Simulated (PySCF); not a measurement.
# Highest orbital energy against ionisation energy along the 5p block

Calculated with PySCF 2.14, no spin-orbit coupling. Each cell gives −ε(HOMO) / ΔSCF in eV; NIST values include spin-orbit coupling, (s) semi-empirical, (t) theoretical.

```
                             species              UHF              LDA              PBE             PBE0           r2SCAN  NIST (lowest levels)
In⁺ (aug-cc-pVQZ-DK3, spin-free X2C)  17.292 / 17.016  15.282 / 19.388  14.904 / 18.957  15.719 / 18.650  15.098 / 18.682                18.870
Sn⁺ (aug-cc-pVQZ-DK3, spin-free X2C)  14.037 / 13.747  10.696 / 14.405  10.627 / 14.218  11.631 / 14.258  10.955 / 14.372                14.633
Sb⁺ (aug-cc-pVQZ-DK3, spin-free X2C)  16.397 / 16.003  12.636 / 16.665  12.561 / 16.467  13.690 / 16.533  12.937 / 16.645        16.626 ± 0.025
Te⁺ (aug-cc-pVQZ-DK3, spin-free X2C)  18.829 / 18.348  14.600 / 18.940  14.529 / 18.750  15.793 / 18.854  14.982 / 18.993            18.6 ± 0.4
 I⁺ (aug-cc-pVQZ-DK3, spin-free X2C)  18.384 / 17.672  14.713 / 19.045  14.549 / 18.726  15.758 / 18.743  14.844 / 18.749                19.131
Xe⁺ (aug-cc-pVQZ-DK3, spin-free X2C)  20.874 / 20.072  16.761 / 21.391  16.591 / 21.063  17.926 / 21.112  16.932 / 21.112            20.975 (s)
```

Question: How far is −ε(HOMO) from ΔSCF on average for each method, and why?

Answer: UHF 0.49 eV; LDA -4.19 eV; PBE -4.07 eV; PBE0 -2.94 eV; r2SCAN -3.80 eV. Hartree-Fock orbital energies lack relaxation and so exceed the ΔSCF value; semilocal functionals have convex E(N) from self-interaction, so their HOMO lies far too high; exact exchange moves hybrids part of the way back.
